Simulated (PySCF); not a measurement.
**Ionising GeH**

UHF-CCSD(T); PySCF, scalar-relativistic core potentials, basis sets Ge aug-cc-pVDZ-PP with ECP10, H aug-cc-pVDZ. Neutral (UHF): doublet (π ↑), Re = 1.603 Å, ωe = 1862 cm⁻¹, De = 2.76 eV.

GeH⁻ (UHF): triplet (π ↑↑), Re = 1.637 Å, ωe = 1663 cm⁻¹, De = 2.63 eV to Ge⁻ + H. The energies at the minima are -294.01997 hartree for GeH and -294.06114 for GeH⁻.

Work out the adiabatic electron affinity, without and with harmonic zero-point energies (1 hartree = 27.2114 eV, 1 eV = 8065.5 cm⁻¹), and the change of the bond length.

At UHF-CCSD(T): 0.04117 hartree = 1.120 eV between the minima; the zero-point term (1862.0 − 1663.0)/2 cm⁻¹ = +0.012 eV makes it 1.133 eV. Re changes by +3.4 pm against the neutral. The electron enters a π orbital, which is non-bonding in a hydride.

Correlated steps freeze 4 core orbitals. Correlated levels converge slowly with the basis: in double zeta they bind strong bonds too weakly, by up to about 1 eV, and carry superposition errors of some tenths. Spin–orbit coupling is left out. For an ion De counts to the pair picked by the measured ionisation energies or electron affinities, which need not be the lowest pair at this level. States were picked by a PBE0 search and need not be the measured ground states.
